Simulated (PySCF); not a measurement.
Fill in the blanks.

Species: diisobutylene, C₈H₁₆.
Structure used (GFN2-xTB), in Å, numbered top down from 1:
```
atom  x, y, z in Å
C1     2.1214    1.2907   -0.0175
C2     1.5783    0.1221   -0.3228
C3     2.3158   -1.1662   -0.1094
C4     0.2195    0.0120   -0.9632
C5    -0.9825    0.0470    0.0106
C6    -1.0660    1.3996    0.7179
C7    -2.2578   -0.1678   -0.8108
C8    -0.8725   -1.0600    1.0598
H9     1.6206    2.2237   -0.2117
H10    3.0957    1.3633    0.4368
H11    1.7133   -1.8778    0.4506
H12    2.5465   -1.6193   -1.0746
H13    3.2487   -0.9983    0.4234
H14    0.1710   -0.9232   -1.5258
H15    0.0931    0.8350   -1.6707
H16   -1.9382    1.4309    1.3679
H17   -0.1805    1.5676    1.3253
H18   -1.1503    2.2069   -0.0063
H19   -3.1353   -0.1299   -0.1687
H20   -2.3591    0.6028   -1.5720
H21   -2.2394   -1.1370   -1.3049
H22   -0.0158   -0.8906    1.7076
H23   -1.7667   -1.0773    1.6802
H24   -0.7717   -2.0346    0.5861
```

| property | level | value |
| --- | --- | --- |
| point group of the GFN2-xTB geometry | GFN2-xTB | ? |
| rotational constants A, B, C of the GFN2-xTB geometry | GFN2-xTB | ? |
| dipole moment | PBE0/pcSseg-1 | ? |
| HOMO energy | PBE0/pcSseg-1 | -6.98 eV |
| LUMO energy | PBE0/pcSseg-1 | 0.49 eV |
| 13C chemical shifts (computed TMS as zero) by class | GIAO PBE0/pcSseg-1 | ? |
| 1H chemical shifts (computed TMS as zero) by class | GIAO PBE0/pcSseg-1 | ? |

Electronic properties: PySCF, gas phase, density fitting. One conformer (not necessarily the lowest) at the GFN2-xTB geometry, without solvent or vibrations. NMR classes are plain means over equivalent atoms (diastereotopic ones count apart unless rotation or inversion swaps them), as if these changed places fast; in this geometry the members of some classes differ.

Problem. The rotational constants A, B, C of the GFN2-xTB geometry?

Solution. 3.028, 1.381, 1.227 GHz.

Problem. What is the dipole moment?

Solution. 0.45 D.

Problem. What are the 13C chemical shifts (computed TMS as zero) by class?

Solution. 153.0 (C2), 120.5 (C1), 52.8 (C4), 33.6 (C5), 31.3 (C6/C7/C8), 29.7 (C3) ppm.

Problem. The 1H chemical shifts (computed TMS as zero) by class?

Solution. 5.38 (H10), 4.91 (H9), 1.93 (H14/H15), 1.92 (H11/H12/H13), 0.97 (H16/H17/H18/H19/H20/H21/H22/H23/H24) ppm.

Problem. Give the point group of the GFN2-xTB geometry.

Solution. C1.

With B = h/(8π²I), that is 505.379 GHz u Å² over I, the principal moments of inertia are 166.9, 366.0 and 412.0 u Å² (most abundant isotopes); the inertial defect Ic − Ia − Ib is -120.9 u Å² (zero for a rigid planar frame, negative otherwise). The dipole equals about 1.5 × 10⁻³⁰ C·m (1 D = 3.33564 × 10⁻³⁰ C·m). The rotational constants make it an asymmetric top with κ = (2B − A − C)/(A − C) = -0.83, nearer the prolate limit (−1).
